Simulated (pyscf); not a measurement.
**O=Mo(=O)(F)–Cl, singlet**

Gas-phase minimum from PySCF at ωB97X-D3(BJ)/def2-SVP, one conformer. 

```
Mo
O 1 1.6530
O 1 1.6531 2 106.24
F 1 1.8390 2 110.03 3 119.21
Cl 1 2.2562 2 109.28 3 -117.69
```
Charge 0, spin multiplicity 1.

Properties at ωB97X-D3(BJ)/def2-SVP:

Harmonic wavenumbers, unscaled: 151, 196, 245, 259, 372, 462, 734, 1089, 1123 cm⁻¹
Zero-point energy: 6.6 kcal/mol
Rotational symmetry number: 1
Entropy of this conformer at 298 K and 1 atm, rigid rotor and harmonic oscillator, modes under 100 cm⁻¹ raised to 100: 332.4 J/(mol K)
Dipole moment: 0.87 D

Single-point totals, which compare only within one level:

| level | total energy (hartree) |
|---|---|
| ωB97X-D3(BJ)/def2-TZVP | -779.05585 |
| PBE/def2-TZVP | -778.65437 |
| r²SCAN/def2-TZVP | -778.94265 |
| B3LYP-D3(BJ)/def2-TZVP | -779.06815 |
| PBE0-D3(BJ)/def2-TZVP | -778.60540 |
| M06-2X/def2-TZVP | -778.76932 |
| ωB97M-D3(BJ)/def2-TZVP | -779.06118 |

Elements past Kr carry the def2 core potentials, without spin-orbit coupling.
